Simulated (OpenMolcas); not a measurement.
**Cl2+: from CASSCF to CASPT2**

```yaml
Program: OpenMolcas 26.06
Basis: ANO-RCC-VQZP [6s5p3d2f1g]
Scalar_Hamiltonian: DKH2, point nucleus
Active_space: 3 electrons in 3 orbitals (3p)
State_averaging: 2S+1 = 4 odd, 1 root; 2S+1 = 2 odd, 8 roots
Spin-orbit_coupling: RASSI with atomic mean-field integrals over the reference wave functions, term energies averaged over their components
```

Methods on the same reference wave functions:
A. CASSCF
B. SS-CASPT2, IPEA 0.25 Eh, imaginary shift 0.1 Eh (closed shells correlated: 2s 2p 3s)

Energies in cm⁻¹ above 3s² 3p³ ⁴S°_3/2, the measured ground level; measured values from Moore, Atomic Energy Levels, vol. I, NSRDS-NBS 35 (1971 reprint of NBS Circular 467, 1949).

```json
{"Level": "3s² 3p³ ⁴S°_3/2", "A": "0.0", "B": "0.0", "Measured": "0.0"}
{"Level": "3s² 3p³ ²D°_3/2", "A": "22761", "B": "18380", "Measured": "18053"}
{"Level": "3s² 3p³ ²D°_5/2", "A": "22804", "B": "18440", "Measured": "18120"}
{"Level": "3s² 3p³ ²P°_1/2", "A": "37843", "B": "31210", "Measured": "29812"}
{"Level": "3s² 3p³ ²P°_3/2", "A": "37899", "B": "31280", "Measured": "29907"}
```

Deviations, from unrounded energies. A percentage is the sum of absolute deviations over the sum of measured energies, with the sign that they share, or ± where signs differ.

```tsv
Against measurement	Levels	A	B
mean absolute deviation (cm-1)	4	6400	850
other terms of the ground configuration (%)	4	+26.5	+3.6
```

B lies closest to measurement on these levels. The largest miss of B in the table is 3s² 3p³ ²P°_1/2, by +1400 cm-1. The ranking rests on the paired levels alone, and a cruder setting can come out closer through cancelling errors.

From A to B the spin-free energies of the other terms of 3s² 3p³ shown, above ⁴S°, scale by factors of 0.81 to 0.82.

The lowest spin-free term lies below A's lowest term by 0.155 hartree in B.

CASPT2 breaks the degeneracy within a term, and the mean is taken; among the terms shown or strongly mixed into the levels shown the widest spread is 140 cm-1 (3s² 3p³ ²P°, B). With the s shell closed, the reference lacks s² → p² mixing. Computed and measured levels are paired by configuration, term and J; levels that our copy of the source lacks, or whose pairing is in doubt (as where it misses far off the trend of its configuration), stay unpaired and out of the deviations. Levels of configurations outside the active space are missing.

° marks odd parity.
